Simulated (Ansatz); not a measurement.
```yaml
crystal:
  periodic: [false, false, false]
  atoms:
    - {symbol: O, position_ang: [-0.720399, 1.590120, 0.581741]}
    - {symbol: Zr, position_ang: [0.045444, 0.054779, -0.253583]}
    - {symbol: O, position_ang: [1.699166, -0.391473, 0.587589]}
    - {symbol: O, position_ang: [-1.161885, -1.419121, -0.146538]}
    - {symbol: I, position_ang: [0.522163, 0.628899, -2.915263]}
    - {symbol: H, position_ang: [-1.316887, 2.197079, 1.009978]}
    - {symbol: H, position_ang: [2.480086, -0.383030, 1.133188]}
    - {symbol: H, position_ang: [-1.547688, -2.277263, 0.002899]}
basis:
  gaussian: {orbitals: def2-SVP, final_grid: {core_spheres: 1, valence_spheres: 1, degree: 1}}
hamiltonian: {xc: {name: wB97M-V}}
scf: {lower_state_search: light}
output: {forces: true}
```

```sh
$ ansatz run in.yaml --threads 4 --pin off --events-out ev --progress --plain --max-ram 10444MiB
```

Shortened log:

```
Functional definition: wB97M-V
1207 factors; integrals over basis functions are off by at most 6.5e-4 eV
273 factors; integrals over basis functions are off by at most 1.2e-5 eV
mean field evaluation 1: about -15557.3103 eV, gradient 8.0e1 eV
mean field evaluation 2: about -15546.6660 eV, gradient 1.1e2 eV
mean field evaluation 4: about -15569.0642 eV, gradient 2.1e0 eV
mean field evaluation 8: about -15609.8640 eV, gradient 5.4e1 eV
mean field evaluation 16: about -15627.8436 eV, gradient 2.1e0 eV
mean field evaluation 32: about -15628.0596 eV, gradient 9.2e-3 eV
mean field -15628.05958730 eV, -574.3205967541 hartree, gradient 6.3e-5 eV, S^2 0.000000; 0 other end points of the search recorded, 0 dependent functions left out
reference -15628.05979169 eV, -574.3206042653 hartree; 32, 32 occupied and 82, 82 virtual orbitals, 1207 factors
Total energy: -15628.05979169 eV, -574.3206042653 hartree
Atom 0 at    -0.720399     1.590120     0.581741 Å, force   -11.136347    22.599851    14.865528 eV/Å
Atom 1 at     0.045444     0.054779    -0.253583 Å, force     9.209488    -6.225934   -30.427007 eV/Å
Atom 2 at     1.699166    -0.391473     0.587589 Å, force    10.286550    -5.362446     3.867909 eV/Å
Atom 3 at    -1.161885    -1.419121    -0.146538 Å, force    -2.907115    -8.787689    -0.998330 eV/Å
Atom 4 at     0.522163     0.628899    -2.915263 Å, force    -2.808694    -6.404833    23.426339 eV/Å
Atom 5 at    -1.316887     2.197079     1.009978 Å, force     1.822241    -1.876020    -4.028807 eV/Å
Atom 6 at     2.480086    -0.383030     1.133188 Å, force    -4.359927     3.167407    -5.167220 eV/Å
Atom 7 at    -1.547688    -2.277263     0.002899 Å, force    -0.106195     2.889663    -1.538413 eV/Å
Dipole moment:     0.254768     0.029067    -0.054633 e Å
```

In this input the integration grid is far too coarse. The run converged. The result belongs to that input, not to the molecule as meant.
